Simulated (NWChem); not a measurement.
Molecule: CH₃F₂In; SMILES [CH3][In]([F])[F]

Program: NWChem. The geometry was optimised at PBE0/def2-SVP. Not confirmed as a minimum by frequencies. def2 effective core potentials on In; no spin-orbit coupling. Ions are spin-unrestricted doublets at the neutral geometry; other ion states weren't tried.

For level PBE/def2-SVP:

```
Item                                   Value
-------------------------------------  -----
vertical ionisation energy, ΔSCF (eV)  10.79
−ε(HOMO) (eV)                           7.44
```

Task: Estimate the same quantities for level CAM-B3LYP/def2-SVP.

Result: 
| Quantity | Value |
|---|---|
| vertical ionisation energy, ΔSCF (eV) | 12.49 |
| −ε(HOMO) (eV) | 10.39 |
